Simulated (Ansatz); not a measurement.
Reaction (heterolysis of the Al–F bond): `[CH3][Al]([CH3])[F]` → `[CH3][Al+][CH3]` + F⁻

Gas-phase electronic energies from Ansatz, PBE0-D4/def2-TZVP geometries. CBS: MP2 limit from def2 TZ/QZ plus the TZ coupled-cluster correction, frozen cores. This one scheme is used for every species, atoms too. DFT in def2-TZVPP. Anions take the def2 sets with diffuse functions and neutrals don't, so finite-basis rows favour the anion.

`[CH3][Al]([CH3])[F]`:

Cartesian coordinates in Å:
```
C -0.110 0.510 1.675
Al 0.271 -0.574 0.109
C -0.090 -0.093 -1.738
F 0.977 -2.054 0.358
H 0.148 0.000 2.606
H 0.446 1.452 1.642
H -1.170 0.779 1.718
H 0.834 -0.083 -2.326
H -0.558 0.890 -1.833
H -0.749 -0.827 -2.211
```

`[CH3][Al+][CH3]`:

```xyz
9

C    -1.414    0.841   -0.959
Al   -0.001    0.000    0.001
C     1.414   -0.841    0.959
H    -2.255    0.151   -1.078
H    -1.069    1.147   -1.951
H    -1.763    1.728   -0.421
H     1.818   -1.677    0.381
H     1.049   -1.222    1.917
H     2.220   -0.126    1.151
```

```json
{"level": "revPBE", "ΔE (kJ/mol)": "888.9"}
{"level": "r2SCANh", "ΔE (kJ/mol)": "949.7"}
```

(1) What does CCSD(T)/CBS give? (Estimate.)

Largest T1 diagnostic among the species: 0.023, so the coupled-cluster value is less sure than usual.

## Answers

(1) Computed: +957.6 kJ/mol. The listed levels differ from it by -68.7, -7.9 kJ/mol.

In def2-TZVPP, CCSD(T) changes the Hartree–Fock value by −20.1 kJ/mol (the triples alone add −5.6 kJ/mol) and MP2 by −26.2 kJ/mol. From BLYP to BHLYP (50 % exact exchange), in def2-TZVPP and without D4, ΔE moves by +57.9 kJ/mol. Leaving LDA and LC-ωPBE aside and taking each functional with its dispersion term where it has one, the values, not all of them listed here, spread over 61.4 kJ/mol, from BLYP-D4 to r2SCAN0-D4. LDA lies +35.5 kJ/mol from PBE without D4.
